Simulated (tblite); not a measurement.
C7H4NOP.
Atom-mapped SMILES: `[CH:1]#[C:2][c:3]1[cH:4][n:5][cH:6][p:7][c:8]1[CH:9]=[O:10]` (hydrogens: H11 on C1; H12 on C4; H13 on C6; H14 on C9)

Computed with GFN2-xTB (tblite), gas phase: L-BFGS steps from a force-field or distance-geometry start until the largest atomic force falls under 0.01 eV/Å.

Geometry at step 7:
```
atom  x, y, z in Å
C1     -1.3945    1.6822   -1.9785
C2     -0.6712    1.0822   -1.2291
C3      0.1316    0.3416   -0.3180
C4      1.5095    0.6015   -0.2888
N5      2.4007    0.0186    0.4847
C6      2.0548   -0.9050    1.3398
P7      0.4657   -1.5801    1.6773
C8     -0.4530   -0.6209    0.5233
C9     -1.9001   -0.8890    0.4909
O10    -2.4307   -1.7056    1.1990
H11    -2.0210    2.2137   -2.6398
H12     1.9084    1.3489   -0.9549
H13     2.8896   -1.2949    1.9071
H14    -2.4904   -0.2937   -0.2352
```

**Question.** What forces act on the atoms?

**Answer.** 
```tsv
atom	Fx (eV/Å)	Fy (eV/Å)	Fz (eV/Å)
C1	-0.046	0.075	-0.084
C2	0.020	-0.188	0.202
C3	-0.028	0.051	-0.062
C4	-0.151	0.071	-0.106
N5	-0.252	0.040	-0.084
C6	-0.073	-0.157	0.125
P7	-0.055	0.099	-0.103
C8	-0.034	0.098	-0.090
C9	0.128	0.080	-0.091
O10	0.078	-0.107	0.135
H11	0.161	-0.076	0.106
H12	0.053	0.145	-0.135
H13	0.032	-0.124	0.135
H14	0.165	-0.006	0.053
```

The largest, 0.28 eV/Å, acts on C2 (N5 within 3 % of it); the rms over all components is 0.111 eV/Å. The forces sum to zero within rounding, as they must for an isolated molecule in no field.

**Question.** Give the force on C2 in Eh/bohr and in nN.

**Answer.** 0.277 eV/Å ÷ 51.422 = 0.00538 Eh/bohr, and 0.277 eV/Å × 1.602 = 0.44 nN.

**Question.** How far is this geometry from the end of the optimisation?

**Answer.** 0.024 eV above it, and 0.056 Å rms away after alignment. The bonds farthest from their final lengths, with half the difference of the two atoms' forces along the bond (positive lengthens):

| bond | now (Å) | final (Å) | force along bond (eV/Å) |
| --- | --- | --- | --- |
| C8–C9 | 1.472 | 1.463 | -0.08 |
| C2–C3 | 1.422 | 1.414 | -0.16 |
| C6–P7 | 1.759 | 1.754 | -0.08 |
| C1–H11 | 1.055 | 1.049 | -0.16 |
| C4–H12 | 1.078 | 1.083 | +0.07 |
| C3–C8 | 1.406 | 1.401 | -0.02 |

The angle farthest from its final value is P7–C8–C9, 115.4° against 113.3°.
